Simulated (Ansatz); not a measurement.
Geometry optimisation, UKS PBE0-D4/def2-SVP (Ansatz 0.2.0).

Input file:

```yaml
crystal:
  periodic: [false, false, false]
  atoms:
    - { symbol: H, position_ang: [-0.40399, 0.038119, -0.027325] }
    - { symbol: H, position_ang: [1.507239, -0.146021, 0.104983] }
    - { symbol: H, position_ang: [-1.10325, 0.107902, -0.077658] }
magnetization:
  spin_polarized: true
  initial_magnetization: 1
basis:
  gaussian: { orbitals: def2-SVP }
hamiltonian:
  xc: pbe0
  dispersion: d4
relax:
  f_tol: 0.03
  max_steps: 50
output:
  orbitals: {}
```

Run as:

```bash
$ ansatz run input.yaml --threads 1 --pin off --max-ram 2048MiB --backend cpu --events-out ev --progress --plain --runs-dir out
```

Question: Where does it end, and by what steps?

Answer: It converged. The force dipped under the threshold on the way, but the program's further checks kept it going. After 7 steps the energy has fallen by 0.108 eV; H2 moved furthest, 0.72 Å.

| step | energy less start (eV) | largest force component (eV/Å) | accepted |
| --- | --- | --- | --- |
| 0 | 0.0000 | 2.520 | yes |
| 1 | -0.0768 | 0.162 | yes |
| 2 | -0.0809 | 0.149 | yes |
| 3 | -0.0987 | 0.038 | yes |
| 4 | -0.1052 | 0.045 | yes |
| 5 | -0.1074 | 0.016 | yes |
| 6 | -0.1080 | 0.005 | yes |
| 7 | -0.1081 | 0.004 | yes |

```xyz
3
Properties=species:S:1:pos:R:3
H -0.732 0.072 -0.052
H 2.219 -0.216 0.155
H -1.487 0.144 -0.103
```

Whether the end is a true minimum wasn't checked by a vibrational analysis.

Time of the run: 2.1 s on 1 thread of AMD EPYC (Zen 3) (shared host), peak memory 0.084 GiB.
